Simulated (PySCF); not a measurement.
Compound: C₆H₁₃O₃P.
Atom-mapped SMILES: `[CH3:1][O:2][CH2:3][P:4]1(=[O:5])[CH2:6][CH2:7][O:8][CH2:9][CH2:10]1`

NICS = −σ at a ghost point: NICS(0) at the centroid of the ring atoms, NICS(1) 1 Å to either side along the normal of their mean plane, zz for the tensor component along that normal. Level: GIAO PBE0/pcSseg-1 (PySCF, non-relativistic, gas phase) on the GFN2-xTB geometry, one conformer.

Ring bond lengths (Å), with Mayer bond orders in brackets: P4–C6 1.835 (0.92), C6–C7 1.530 (1.01), C7–O8 1.407 (0.94), O8–C9 1.407 (0.94), C9–C10 1.530 (1.01), C10–P4 1.834 (0.92).

Question: Give the NICS values of each ring in ppm.

Answer: 
```tsv
ring	type	NICS(0)	NICS(1), two faces	NICS(1)zz, two faces	rms pucker (Å)	centre to ring atoms, mean (Å)
P4–C6–C7–O8–C9–C10	6-membered ring with O and P; formal bonds all single	-1.9	-0.9 / -2.3	4.2 / 3.3	0.28	1.51
```

Question: What can be read from them?

Answer: 
- P4–C6–C7–O8–C9–C10: mean NICS(1)zz 3.7 ppm, deshielded. P4, C6, C7, C9, C10 have four or more neighbours, so the value isn't read as a sign of a π ring current.

Question: What is the mean of the two in-plane components of NICS at the second NICS(1) probe listed for ring P4–C6–C7–O8–C9–C10, 1 Å off the ring?

Answer: The isotropic value is a third of the trace: (3 × -2.3 − (3.3))/2 = -5.1 ppm.

Question: How shielded are the nuclei of the rings and their hydrogens (means over atoms taken as equivalent)?

Answer: 
| atoms | environment | σ isotropic (ppm) | principal values of the symmetric part, first atom (ppm) |
| --- | --- | --- | --- |
| P4 | phosphoryl phosphorus | 310.1 | 226.0, 226.8, 477.6 |
| C6 (×2) | sp3 carbon bound to phosphorus | 156.2 | 149.6, 155.2, 163.7 |
| C7 (×2) | sp3 carbon bound to oxygen | 119.8 | 89.2, 97.0, 173.2 |
| O8 | cyclic ether oxygen | 283.3 | 230.2, 296.6, 323.0 |
| H on C6 (×2) | methylene hydrogen | 30.52 | 26.6, 28.5, 36.5 |
| H on C6 (×2) | methylene hydrogen | 29.80 | 26.1, 29.5, 33.8 |
| H on C7 (×2) | methylene hydrogen | 27.55 | 23.3, 27.4, 32.0 |
| H on C7 (×2) | methylene hydrogen | 27.39 | 22.0, 26.6, 33.6 |

The run took about 2.5 min of CPU time (one thread, shared machine). This is the whole shielding run at PBE0/pcSseg-1, SCF included.
